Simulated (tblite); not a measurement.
Input of a run (GFN2-xTB geometry optimisation, gas phase (tblite 0.8.0)), started from a force field or distance geometry:
```
{"job": {"kind": "relax", "xc": "GFN2-xTB", "basis": "xTB"}, "charge": 0, "multiplicity": 1}
C      2.971600    -0.011600     0.137300
C      1.505400    -0.018900     0.563700
C      0.706300    -1.123800    -0.121900
C     -0.780100    -0.746000     0.079900
C     -1.705500    -1.704800    -0.654300
C     -0.917100     0.710300    -0.385000
C     -2.175200     1.397800     0.107200
P      0.648500     1.562800     0.181900
O      0.393600     2.298600     1.467000
H      3.498900     0.793400     0.653600
H      3.044800     0.173000    -0.939500
H      3.449900    -0.962200     0.370900
H      1.445200    -0.161800     1.669500
H      0.931100    -1.143500    -1.200500
H      0.928900    -2.097600     0.291600
H     -1.004500    -0.812900     1.174100
H     -1.529400    -1.656400    -1.738900
H     -1.543800    -2.741500    -0.336000
H     -2.755200    -1.453900    -0.471700
H     -0.877400     0.757100    -1.472000
H     -2.179600     2.454600    -0.182300
H     -2.242300     1.364900     1.204500
H     -3.066100     0.930900    -0.289300
H      1.240200     2.211400    -0.913600
```

Output (eV, eV/Å):
```
step      E/eV     max force
  0    -796.89377    3.367
  1    -797.02312    2.031
  2    -797.08494    0.821
  3    -797.12187    0.777
  4    -797.15451    0.681
  5    -797.16850    0.353
  6    -797.17418    0.177
  7    -797.17680    0.179
  8    -797.17897    0.133
  9    -797.18039    0.089
 10    -797.18148    0.072
 11    -797.18219    0.090
 12    -797.18282    0.077
 13    -797.18343    0.055
 14    -797.18396    0.051
 15    -797.18432    0.039
 16    -797.18461    0.037
 17    -797.18490    0.041
 18    -797.18519    0.046
 19    -797.18545    0.037
 20    -797.18571    0.033
 21    -797.18599    0.049
 22    -797.18628    0.042
 23    -797.18653    0.033
 24    -797.18671    0.028
 25    -797.18686    0.035
 26    -797.18701    0.038
 27    -797.18715    0.025
 28    -797.18728    0.025
 29    -797.18737    0.021
 30    -797.18746    0.024
 31    -797.18753    0.018
 32    -797.18759    0.014
 33    -797.18763    0.013
 34    -797.18768    0.017
 35    -797.18773    0.016
 36    -797.18780    0.018
 37    -797.18789    0.021
 38    -797.18797    0.025
 39    -797.18806    0.022
 40    -797.18814    0.017
 41    -797.18820    0.016
 42    -797.18825    0.020
 43    -797.18830    0.022
 44    -797.18837    0.019
 45    -797.18844    0.018
 46    -797.18850    0.014
 47    -797.18854    0.014
 48    -797.18857    0.013
 49    -797.18861    0.012
 50    -797.18864    0.013
 51    -797.18866    0.014
 52    -797.18869    0.014
 53    -797.18872    0.012
 54    -797.18875    0.013
 55    -797.18878    0.011
 56    -797.18880    0.012
 57    -797.18883    0.012
 58    -797.18885    0.011
 59    -797.18888    0.011
 60    -797.18890    0.010
```

Task: Summarise the run.

Result: The energy falls by 28.5 kJ/mol over 60 L-BFGS steps, the largest force on an atom goes from 3.37 to 0.010 eV/Å, and the atoms move by 0.070 Å rms after alignment. The bond that changes most is P8=O9 (phosphoryl phosphorus to phosphoryl oxygen), which shortens by 0.038 Å. Bonds longer at the end by more than 0.005 Å: 4 of 24; shorter: 13. Among the angles that change most is O9–P8–H24, from 120.8° to 113.4°. Among the dihedrals that turn most is C7–C6–P8–O9, from 27° to 17°. The energy never rose by more than 1e-5 eV on the way. The first step brought 44 % of the lowering.

Task: What are the final bond lengths?

Result: C1–C2 1.521 Å, C2–C3 1.526 Å, C3–C4 1.533 Å, C4–C5 1.524 Å, C4–C6 1.538 Å, C6–C7 1.519 Å, C6–P8 1.852 Å, P8=O9 1.464 Å, C2–P8 1.846 Å, C1–H10 1.089 Å, C1–H11 1.089 Å, C1–H12 1.089 Å, C2–H13 1.098 Å, C3–H14 1.093 Å, C3–H15 1.091 Å, C4–H16 1.097 Å, C5–H17 1.089 Å, C5–H18 1.088 Å, C5–H19 1.087 Å, C6–H20 1.095 Å, C7–H21 1.089 Å, C7–H22 1.089 Å, C7–H23 1.088 Å, P8–H24 1.399 Å. Numbering counts from 1 in the input's order; the species is `C[C@@H]1C[C@H](C)[C@@H](C)[P@H]1=O`.

Its GFN2-xTB frequencies are all real (lowest 27 cm⁻¹). The numbers are those of one conformer.

These are computed values.
